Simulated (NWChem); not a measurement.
Species: SbCl$_{2}$ cation; SMILES [Cl][Sb+][Cl]

All runs: NWChem. Coordinates come from a PBE-D3(BJ)/def2-SVP optimisation. def2 effective core potentials on Sb; no spin-orbit coupling. Level M06-L/def2-SVP: energy and gradient on several grids; changes count from the extra-fine grid, which is no exact limit either.

| grid | size of the energy change (μHa) | largest change of a gradient component (μHa/bohr) |
|---|---|---|
| xcoarse | 300 | 600 |
| coarse | 10 | 80 |
| medium | < 10 | < 30 |
| fine | < 10 | < 30 |
| xfine | < 10 | < 30 |
